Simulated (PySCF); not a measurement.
Br2Hg (SMILES [Br][Hg][Br]), singlet, geometry from GFN2-xTB (such geometries of metal compounds can be far from the true shape) (core potentials on Hg); PySCF with DF-M062X/def2-QZVP.

The PySCF input:
```python
from pyscf import gto, scf, dft

mol = gto.M(
    atom='''
Hg    0.000000    0.000000    0.000000
Br    0.000000    0.000000    2.423225
Br   -0.000000   -0.000000   -2.423225
''',
    basis='def2-qzvp',
    ecp={'Hg': 'def2-qzvp'},
    charge=0,
    spin=0,
    verbose=4,
)

mf = dft.RKS(mol)
mf.xc = 'm062x'
mf = mf.density_fit(auxbasis='def2-universal-jkfit')
mf.kernel()
```

### Question
Write the output that PySCF gives for this input, abridged.

### Answer

```
PySCF version 2.14.0

[INPUT] verbose = 4
[INPUT] num. atoms = 3
[INPUT] num. electrons = 90
[INPUT] charge = 0
[INPUT] spin (= nelec alpha-beta = 2S) = 0
[INPUT] symmetry False subgroup None
[INPUT] Mole.unit = angstrom
[INPUT] Symbol           X                Y                Z      unit          X                Y                Z       unit  Magmom
[INPUT]  1 Hg     0.000000000000   0.000000000000   0.000000000000 AA    0.000000000000   0.000000000000   0.000000000000 Bohr   0.0
[INPUT]  2 Br     0.000000000000   0.000000000000   2.423225000000 AA    0.000000000000   0.000000000000   4.579231588199 Bohr   0.0
[INPUT]  3 Br     0.000000000000   0.000000000000  -2.423225000000 AA    0.000000000000   0.000000000000  -4.579231588199 Bohr   0.0

nuclear repulsion = 439.484215034303
number of shells = 70
number of NR pGTOs = 412
number of NR cGTOs = 222
basis = def2-qzvp
ecp = {'Hg': 'def2-qzvp'}

******** <class 'pyscf.df.df_jk.DFRKS'> ********
method = DFRKS
initial guess = minao
damping factor = 0
level_shift factor = 0
DIIS = <class 'pyscf.scf.diis.CDIIS'>
diis_start_cycle = 1
diis_space = 8
diis_damp = 0
SCF conv_tol = 1e-09
SCF conv_tol_grad = None
SCF max_cycles = 50
direct_scf = False
XC library pyscf.dft.libxc version 7.1.2
    S. Lehtola, C. Steigemann, M. J. T. Oliveira, and M. A. L. Marques,  SoftwareX 7, 1–5 (2018)
XC functionals = m062x
    Y. Zhao and D. G. Truhlar,  Theor. Chem. Acc. 120, 215 (2008)
    Y. Zhao and D. G. Truhlar,  Theor. Chem. Acc. 120, 215 (2008)
radial grids:
    Treutler-Ahlrichs [JCP 102, 346 (1995); DOI:10.1063/1.469408] (M4) radial grids

becke partition: Becke, JCP 88, 2547 (1988); DOI:10.1063/1.454033
pruning grids: <function nwchem_prune>
grids dens level: 3
symmetrized grids: False
atomic radii adjust function: <function treutler_atomic_radii_adjust>
small_rho_cutoff = 0
Set gradient conv threshold to 3.16228e-05
Initial guess from minao.
tot grids = 64592
******** <class 'pyscf.df.df.DF'> ********
auxbasis = def2-universal-jkfit
init E= -5274.93756357075
  HOMO = -0.611791850099804  LUMO = -0.499806930077982  gap/eV = 3.04726
cycle= 1 E= -5301.15520842637  delta_E= -26.2  |g|= 2.62  |ddm|= 13.3
  HOMO = -0.0387600565690351  LUMO = 0.0375688839519775  gap/eV = 2.07702
cycle= 2 E= -5300.08905999511  delta_E= 1.07  |g|= 3.29  |ddm|= 4.27
  HOMO = -0.354748223750589  LUMO = -0.10088671081487  gap/eV = 6.90792
cycle= 3 E= -5301.94626603855  delta_E= -1.86  |g|= 0.361  |ddm|= 2.43
  HOMO = -0.352672655006193  LUMO = -0.0659596043713669  gap/eV = 7.80186
cycle= 4 E= -5301.97041294656  delta_E= -0.0241  |g|= 0.0836  |ddm|= 0.584
  HOMO = -0.352385752906881  LUMO = -0.0664205219395282  gap/eV = 7.78151
cycle= 5 E= -5301.97108938135  delta_E= -0.000676  |g|= 0.0223  |ddm|= 0.0714
  HOMO = -0.35167489186838  LUMO = -0.0660674134515113  gap/eV = 7.77178
cycle= 6 E= -5301.97116014659  delta_E= -7.08e-05  |g|= 0.00393  |ddm|= 0.0328
  HOMO = -0.352382148899558  LUMO = -0.0668800796543002  gap/eV = 7.76891
cycle= 7 E= -5301.97116765169  delta_E= -7.51e-06  |g|= 0.00147  |ddm|= 0.0103
  HOMO = -0.352156383675601  LUMO = -0.0667328458776585  gap/eV = 7.76677
cycle= 8 E= -5301.97116826053  delta_E= -6.09e-07  |g|= 0.000238  |ddm|= 0.00269
  HOMO = -0.35214950155034  LUMO = -0.0667187063725875  gap/eV = 7.76697
cycle= 9 E= -5301.97116827643  delta_E= -1.59e-08  |g|= 7.14e-05  |ddm|= 0.000333
  HOMO = -0.352154583163866  LUMO = -0.0667187264042851  gap/eV = 7.76711
cycle= 10 E= -5301.97116827783  delta_E= -1.4e-09  |g|= 1.92e-05  |ddm|= 0.000124
  HOMO = -0.352152887744115  LUMO = -0.0667196588956426  gap/eV = 7.76703
cycle= 11 E= -5301.97116827799  delta_E= -1.66e-10  |g|= 2.69e-06  |ddm|= 2.86e-05
  HOMO = -0.352153296891688  LUMO = -0.066719779719898  gap/eV = 7.76704
Extra cycle  E= -5301.97116827799  delta_E= 2.73e-12  |g|= 2.25e-06  |ddm|= 5.87e-06
converged SCF energy = -5301.97116827799
```
